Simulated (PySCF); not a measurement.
Correlation energy of O³⁺ (oxygen, charge +3)

[He] 2s2 2p1, 2P determinant. All numbers are calculated (PySCF 2.14, scalar relativity by spin-free X2C-1e, in dyall-av3z). Frozen: 1s2; 3 electrons correlated; the 14 highest virtual orbitals of each spin left out.

```json
{"level": "CCSD", "correlation energy (mhartree)": "-94.16"}
{"level": "(T)", "correlation energy (mhartree)": "-0.99"}
{"level": "CCSD(T)", "correlation energy (mhartree)": "-95.15"}
```

Diagnostics: T1 = 0.0057, D1 = 0.0106, largest double amplitude 0.135.

Question: Is a single reference adequate?

Answer: Mostly. T1 lies below 0.03, but a double amplitude of this size points to a near-degeneracy that CCSD handles and MP2 describes poorly.
